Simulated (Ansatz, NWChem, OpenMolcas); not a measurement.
**How basis sets differ on CH7BSi2 (SMILES CB1[SiH2][SiH2]1)**

CH7BSi2 has 11 atoms, charge 0, and is taken as a singlet. As SMILES, `CB1[SiH2][SiH2]1`. Geometry: relaxed at PBE0-D4/def2-TZVP.

Each level gives the HOMO–LUMO gap (eV). The values are calculated.

```json
{"level": "HF/ANO-R0 (sfX2C)", "kind": "Hartree–Fock", "program": "OpenMolcas", "value (eV)": "10.40", "CPU time": "5.3 s"}
{"level": "HF/ANO-RCC-MB (DKH2)", "kind": "Hartree–Fock", "program": "OpenMolcas", "value (eV)": "10.72", "CPU time": "7.2 s"}
{"level": "HF/STO-3G", "kind": "Hartree–Fock", "program": "Ansatz", "value (eV)": "12.02", "CPU time": "0.42 s"}
{"level": "HF/3-21G", "kind": "Hartree–Fock", "program": "OpenMolcas", "value (eV)": "9.96", "CPU time": "4.3 s"}
{"level": "HF/6-31G* (spherical functions)", "kind": "Hartree–Fock", "program": "OpenMolcas", "value (eV)": "9.99", "CPU time": "13 s"}
{"level": "HF/6-31G* (RICD fitting, Cartesian functions)", "kind": "Hartree–Fock", "program": "OpenMolcas", "value (eV)": "10.00", "CPU time": "3.8 s"}
{"level": "HF/def2-SVP", "kind": "Hartree–Fock", "program": "NWChem", "value (eV)": "10.14", "CPU time": "39 s"}
```

The values span 9.96 to 12.02 eV. A Hartree–Fock LUMO above zero doesn't converge with the basis: it sinks as sets grow more diffuse. Orbital gaps aren't excitation energies. Times are those of the runs behind each value, whatever else they computed, on shared processors of several kinds: orders of magnitude only.
